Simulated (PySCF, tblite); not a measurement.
A database entry of computed molecular properties. Lists by class give the value and the number of equivalent atoms.

```json
{
 "formula": "C6H15OP",
 "smiles": "C=P(C)(C)CCOC",
 "inchi": "InChI=1S/C6H15OP/c1-7-5-6-8(2,3)4/h2,5-6H2,1,3-4H3",
 "charge": 0,
 "multiplicity": 1,
 "geometry_level": "GFN2-xTB",
 "atoms_angstrom": [
  ["C", -0.509, 1.118, 1.631],
  ["P", -1.085, 0.323, 0.241],
  ["C", -1.207, -1.465, 0.564],
  ["C", -2.675, 0.595, -0.738],
  ["C", 0.111, 0.555, -1.142],
  ["C", 1.532, 0.496, -0.617],
  ["O", 1.751, -0.801, -0.116],
  ["C", 2.907, -0.899, 0.674],
  ["H", -0.4, 2.189, 1.459],
  ["H", -1.16, 0.924, 2.482],
  ["H", -0.227, -1.815, 0.877],
  ["H", -1.533, -1.998, -0.327],
  ["H", -1.924, -1.622, 1.369],
  ["H", -3.516, 0.333, -0.097],
  ["H", -2.754, 1.652, -0.992],
  ["H", -2.718, 0.003, -1.649],
  ["H", -0.051, -0.231, -1.883],
  ["H", -0.079, 1.525, -1.607],
  ["H", 1.649, 1.232, 0.192],
  ["H", 2.26, 0.725, -1.413],
  ["H", 2.841, -0.24, 1.548],
  ["H", 3.806, -0.637, 0.101],
  ["H", 2.978, -1.934, 1.002]
 ],
 "electronic_structure_code": "PySCF",
 "results": {
  "GFN2-xTB geometry": {
   "point_group": "C1",
   "rotational_constants_GHz": [2.764, 1.027, 0.985]
  },
  "PBE0/pcSseg-1 ground state and GIAO shieldings, non-relativistic": {
   "dipole_D": 2.17,
   "homo_eV": -5.07,
   "lumo_eV": 1.1,
   "shift_vs_computed_TMS_C_by_class_ppm": [
    [70.3, 1],
    [60.8, 1],
    [33.6, 1],
    [24.1, 2],
    [-6.9, 1]
   ],
   "shift_vs_computed_TMS_H_by_class_ppm": [
    [3.94, 2],
    [3.55, 3],
    [1.6, 2],
    [1.28, 6],
    [-0.51, 2]
   ],
   "shielding_other_nuclei_by_class_ppm": [
    ["O", 312.6, 1],
    ["P", 329.5, 1]
   ],
   "charges_hirshfeld_e_by_atom": [-0.33, 0.38, -0.16, -0.17, -0.11, 0.0, -0.13, -0.04, 0.01, 0.01, 0.04, 0.05, 0.05, 0.04, 0.04, 0.04, 0.05, 0.05, 0.03, 0.03, 0.04, 0.03, 0.05]
  },
  "GFN2-xTB harmonic vibrations, gas phase": {
   "strongest_ir_bands_cm-1_km_per_mol_modes": [
    [620.1, 66.5, 1],
    [881.3, 66.8, 1],
    [1027.2, 221.1, 1],
    [2824.4, 94.5, 1],
    [2898.4, 62.1, 1],
    [2963.0, 64.9, 1]
   ],
   "zpe_kcal_per_mol": 121.3
  }
 }
}
```

The zero-point energy, half the sum of the 63 harmonic wavenumbers, equals 42430 cm⁻¹ or 508 kJ/mol. A dipole of 2.17 D is allowed in C1, and pure rotational transitions are dipole-allowed. The rotational constants make it an asymmetric top with κ = (2B − A − C)/(A − C) = -0.95, nearer the prolate limit (−1). With B = h/(8π²I), that is 505.379 GHz u Å² over I, the principal moments of inertia are 182.9, 492.0 and 512.9 u Å² (most abundant isotopes); the inertial defect Ic − Ia − Ib is -162.0 u Å² (zero for a rigid planar frame, negative otherwise). In atomic units the dipole is 0.86 e·bohr (1 au = 2.5417 D).

 NMR classes are plain means over equivalent atoms (diastereotopic ones count apart unless rotation or inversion swaps them), as if these changed places fast; in this geometry the members of some classes differ.

The values belong to the conformer `[CH2:1]=[P:2]([CH3:3])([CH3:4])[CH2:5][CH2:6][O:7][CH3:8]`: C1–P2–C5–C6 38°, P2–C5–C6–O7 64°, C5–C6–O7–C8 -166°.
